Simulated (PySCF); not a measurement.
Two species compared at the same levels of theory.

First species: C5H9ClSSi.
SMILES: `C1[C@H]([C@@H]1C(=C)Cl)S[SiH3]`

Second species: C5H4OSSi.
Numbering: `[CH:1]#[C:2][C:3](=[C:4]=[S:5])[SiH2:6][CH:7]=[O:8]` (hydrogens: H9 on C1; H10, H11 on Si6; H12 on C7)

Geometry (GFN2-xTB, Å), atoms numbered from 1 in this order:
```
atom  x, y, z in Å
C1     2.2587    0.5756   -1.1039
C2     1.2336    0.7807   -0.5117
C3     0.0306    0.9947    0.1842
C4    -0.4405    2.1591    0.5284
S5    -1.1599    3.4525    1.0059
Si6   -0.9690   -0.5227    0.7645
C7    -0.4703   -1.9300   -0.4513
O8    -1.0413   -2.9887   -0.4619
H9     3.1560    0.4151   -1.6219
H10   -2.4035   -0.2651    0.6739
H11   -0.5674   -0.9167    2.1175
H12    0.3743   -1.7551   -1.1499
```

Levels: CAM-B3LYP/def2-SVPD for dipole moment, HOMO energy, LUMO energy, HOMO–LUMO gap, static isotropic polarisability and electronic spatial extent ⟨r²⟩ about the centre of nuclear charge; TDDFT CAM-B3LYP/def2-SVPD for lowest singlet excitation; TDA CAM-B3LYP/def2-SVPD for lowest triplet excitation (Tamm–Dancoff); GFN2-xTB for rotational constant A and rotational constant C. Geometries: GFN2-xTB. Each structure is a single optimised conformer of the isolated species, non-relativistic unless stated; the electronic structure was computed with PySCF and density fitting.

Dipoles, sizes and rotational constants follow the conformer. The torsions of the flexible species, by atom-mapped SMILES:
- `[CH2:1]=[C:2]([Cl:3])[C@@H:4]1[CH2:5][C@H:6]1[S:7][SiH3:8]`: C1–C2–C4–C5 -147°, C5–C6–S7–Si8 -81°
- `[CH:1]#[C:2][C:3](=[C:4]=[S:5])[SiH2:6][CH:7]=[O:8]`: C2–C3–Si6–C7 -26°, C3–Si6–C7–O8 -171°

Values for the first species:

| Quantity | Value |
| --- | --- |
| Dipole moment | 0.97 D |
| HOMO energy | -8.21 eV |
| LUMO energy | 0.73 eV |
| HOMO–LUMO gap | 8.94 eV |
| Lowest singlet excitation | 5.74 eV |
| Lowest triplet excitation (Tamm–Dancoff) | 4.07 eV |
| Static isotropic polarisability | 120.7 au |
| Electronic spatial extent ⟨r²⟩ about the centre of nuclear charge | 2229 bohr² |
| Rotational constant A | 2.742 GHz |
| Rotational constant C | 0.492 GHz |

Q: Estimate the same properties for the second species, and the change in each.

A: 
| property | first | second | second less first |
| --- | --- | --- | --- |
| dipole moment | 0.97 D | 1.89 D | +0.92 D |
| HOMO energy | -8.21 eV | -7.90 eV | +0.31 eV |
| LUMO energy | 0.73 eV | -1.55 eV | -2.28 eV |
| HOMO–LUMO gap | 8.94 eV | 6.35 eV | -2.59 eV |
| lowest singlet excitation | 5.74 eV | 2.50 eV | -3.24 eV |
| lowest triplet excitation (Tamm–Dancoff) | 4.07 eV | 2.23 eV | -1.84 eV |
| static isotropic polarisability | 120.7 au | 115.6 au | -5.1 au |
| electronic spatial extent ⟨r²⟩ about the centre of nuclear charge | 2229 bohr² | 1751 bohr² | -478 bohr² |
| rotational constant A | 2.742 GHz | 2.271 GHz | -0.471 GHz |
| rotational constant C | 0.492 GHz | 0.590 GHz | +0.098 GHz |

On the first: The dipole matches unit charges of opposite sign 0.20 Å apart (1 e·Å = 4.8032 D). The polarisability is 17.89 Å³ as a volume (1 au = 0.148185 Å³), or 1.40 au for each of the 86 electrons.

On the second: 2 of the 8 computed singlets lie in the visible range (750 to 380 nm, 1.65 to 3.26 eV), with an oscillator strength of 0.002 in sum. In wavenumbers S1 is 20200 cm⁻¹ (1 eV = 8065.54 cm⁻¹).
